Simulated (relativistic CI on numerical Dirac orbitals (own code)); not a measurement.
**Radial parameters of As²¹⁺**

Calculated at this level of theory: Dirac-Coulomb-Breit CI, KLI orbitals optimised for each configuration, QED by a radiative potential, unscaled Slater integrals (own radial code, finite nucleus).

Slater integrals F^k, G^k are unscaled and averaged over j, outside the closed core [Ne]; ζ comes from projecting the Hamiltonian with its Breit term on Σ l·s of the shell.

- 3s 3p: G^1(3s,3p) = 260140, ζ(3p) = 44227 cm⁻¹; <r>(3s) = 0.4985, <r^2>(3s) = 0.2823, <r>(3p) = 0.4864, <r^2>(3p) = 0.2723 (bohr units).
- 3p2: F^2(3p,3p) = 204420, ζ(3p) = 44190 cm⁻¹; <r>(3p) = 0.4872, <r^2>(3p) = 0.2732 (bohr units).
- 3s 3d: G^2(3s,3d) = 166440, ζ(3d) = 4592 cm⁻¹; <r>(3s) = 0.4991, <r^2>(3s) = 0.2829, <r>(3d) = 0.437, <r^2>(3d) = 0.2206 (bohr units).

Averages of the first 10 configurations, taken without configuration mixing, which lowers the lowest level and can move excited configurations by several eV; other configurations of the list can lie among them:

```csv
Configuration,Parity,States,Average energy above the lowest level (eV)
3s2,even,1,2.9
3s 3p,odd,12,53.5
3p2,even,15,112.9
3s 3d,even,20,129.4
3d2,even,45,260.4
3p 3d,odd,60,185.0
3p 4s,odd,12,484.9
3d 4s,even,20,556.3
3s 4s,even,4,428.6
3s 4p,odd,12,451.9
```
